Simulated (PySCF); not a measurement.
Run record: excited-state job, `CC(C)OC1=[O+][BH2-]OC=C1`.

Computed with TDDFT PBE0/def2-SVPD, vertical, gas phase, core orbitals frozen in the response (PySCF 2.14.0, density-fitted response routines). Geometry: PBE0-D3(BJ)/def2-SVP. A driver script takes a list of jobs; this job's settings line and coordinates (Å) are shown.

Command:
```bash
OMP_NUM_THREADS=1 python probes_run.py task.json out
```

Input:
```
{"job": {"kind": "uv", "xc": "PBE0", "basis": "def2-SVPD", "ip": true}, "charge": 0, "multiplicity": 1}
C     -2.713036     0.855065    -0.504811
C     -1.523586    -0.070896    -0.403026
C     -1.849404    -1.432257     0.174573
O     -0.573274     0.600033     0.462827
C      0.704288     0.359059     0.330224
O      1.088139    -0.493159    -0.524468
B      2.595665    -0.568902    -0.881362
O      3.353714    -0.333925     0.405366
C      2.886899     0.515630     1.240392
C      1.601630     1.014222     1.206652
H     -3.474756     0.413519    -1.163166
H     -2.417115     1.828496    -0.920765
H     -3.163060     1.021000     0.485510
H     -1.042446    -0.191422    -1.385269
H     -2.584707    -1.942760    -0.464500
H     -0.950026    -2.061286     0.226358
H     -2.277339    -1.332318     1.183627
H      2.822935    -1.685155    -1.294069
H      2.831154     0.357834    -1.646217
H      3.577651     0.812980     2.042581
H      1.231528     1.722589     1.943730
```

Q: Estimate the output.

A: 
```
coarse grid: 17680 points
cycle   1  E = -484.6995811084  dE =  1.561e+00  |g| = 8.933e-01  |ddm| = 7.760e+00
cycle   2  E = -484.4333091082  dE =  2.663e-01  |g| = 1.494e+00  |ddm| = 3.249e+00
cycle   3  E = -484.8494345966  dE = -4.161e-01  |g| = 2.399e-01  |ddm| = 2.251e+00
cycle   4  E = -484.8610895796  dE = -1.165e-02  |g| = 7.486e-02  |ddm| = 5.064e-01
cycle   5  E = -484.8620869332  dE = -9.974e-04  |g| = 2.865e-02  |ddm| = 1.436e-01
cycle   6  E = -484.8622675824  dE = -1.806e-04  |g| = 5.840e-03  |ddm| = 6.687e-02
cycle   7  E = -484.8622751249  dE = -7.543e-06  |g| = 1.461e-03  |ddm| = 1.320e-02
final grid: 171176 points
cycle   8  E = -484.9485266967  dE = -5.231e-05  |g| = 1.425e-02  |ddm| = 2.186e-01
cycle   9  E = -484.9484683827  dE =  5.831e-05  |g| = 2.260e-02  |ddm| = 5.808e-02
cycle  10  E = -484.9485657224  dE = -9.734e-05  |g| = 2.026e-03  |ddm| = 3.446e-02
cycle  11  E = -484.9485666568  dE = -9.344e-07  |g| = 4.509e-04  |ddm| = 3.653e-03
cycle  12  E = -484.9485666905  dE = -3.368e-08  |g| = 2.193e-04  |ddm| = 1.090e-03
cycle  13  E = -484.9485667006  dE = -1.016e-08  |g| = 5.198e-05  |ddm| = 4.439e-04
cycle  14  E = -484.9485667013  dE = -6.676e-10  |g| = 1.625e-05  |ddm| = 1.372e-04
converged SCF energy = -484.9485667013

Static polarisability (au): isotropic 100.304, principal 78.052 95.781 127.079

Singlet excitations
state   eV       nm        f      main configurations
  1   4.1970    295.4   0.05594   H->L 0.96
  2   5.7315    216.3   0.16747   H-1->L 0.62, H-2->L 0.29
  3   5.8640    211.4   0.09194   H-2->L 0.67, H-1->L 0.30
  4   6.4091    193.5   0.01708   H->L+1 0.85, H->L+2 0.12
  5   6.8026    182.3   0.08135   H-3->L 0.84
  6   6.8828    180.1   0.00851   H->L+2 0.79, H->L+1 0.10
  7   7.2722    170.5   0.02122   H->L+3 0.69, H-4->L 0.12
  8   7.2945    170.0   0.00226   H-4->L 0.71, H->L+3 0.12
  9   7.4477    166.5   0.00524   H-6->L 0.26, H-5->L 0.21, H-7->L 0.20
 10   7.4674    166.0   0.02578   H->L+4 0.79

Triplet excitations (Tamm-Dancoff, eV): 3.2115 4.7790 5.4070 6.1567
Vertical ionisation energy (delta-SCF) = 8.7851 eV
Vertical electron affinity (delta-SCF) = -0.1750 eV
```

The SCF starts on a coarse grid where the log names one; the energy can jump when the final grid takes over, and dE then counts from the start density on the new grid. H and L stand for HOMO and LUMO; the number after each pair is its weight.

Q: Give the mean polarisability as a volume in Å³, and the ratio of the largest to the smallest principal value.

A: 100.304 au × 0.148185 = 14.86 Å³; 127.079/78.052 = 1.63.

Summary of the converged run: HOMO -6.91 eV, LUMO -1.60 eV; lowest singlet 4.20 eV; lowest triplet 3.21 eV (Tamm–Dancoff); mean polarisability 100.3 au.

Q: How long does this job take on an Arm Neoverse V1 with one thread, shared host with 64 logical CPUs at a one-minute load of 18? And the peak memory of the process?

A: About 3.6 min, with 1.3 GiB resident at the peak, the Python interpreter and its libraries included.

One conformer stands for the species.
Labels such as C1 count atoms from 1, the log's own numbers from 0.
